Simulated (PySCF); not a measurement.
# Cu⁻ (copper, charge -1) across methods

[Ar] 3d10 4s2, closed-shell 1S. All numbers are calculated (PySCF 2.14, a scalar-relativistic core potential, in aug-cc-pwCVDZ-PP with ECP10MDF (6s6p5d3f, 70 functions)). The B2PLYP total includes its PT2 part (frozen core); its orbital energies are those of the SCF part.

```tsv
method	E (hartree)	mean ε 3p (eV)	mean ε 4s (eV)	mean ε 3d (eV)	Σ⟨r²⟩ (bohr²)	⟨S²⟩
PBE	-197.3463	-65.813	1.037	1.396	56.88	0.000
LC-wPBE	-197.3454	-71.310	-1.231	-3.354	56.38	0.000
UHF	-196.16562	-87.532	-0.533	-7.405	67.64	0.000
M06-L	-197.3558	-69.012	1.046	1.606	54.19	0.000
MN15	-197.6727	-66.113	-0.361	-2.761	62.08	0.000
r2SCAN	-197.2260	-68.839	0.882	1.459	55.25	0.000
PBE0	-197.2662	-71.200	0.504	-0.744	57.95	0.000
B2PLYP	-197.0891	-77.173	0.096	-3.053	60.76	0.000
LDA	-197.0020	-65.708	0.905	1.252	55.52	0.000
```

Energies and moments cover only the electrons outside the core potential.

The highest occupied level is positive at PBE, M06-L, r2SCAN, PBE0, B2PLYP, LDA: only the finite basis holds that electron, which in a density functional comes from self-interaction.
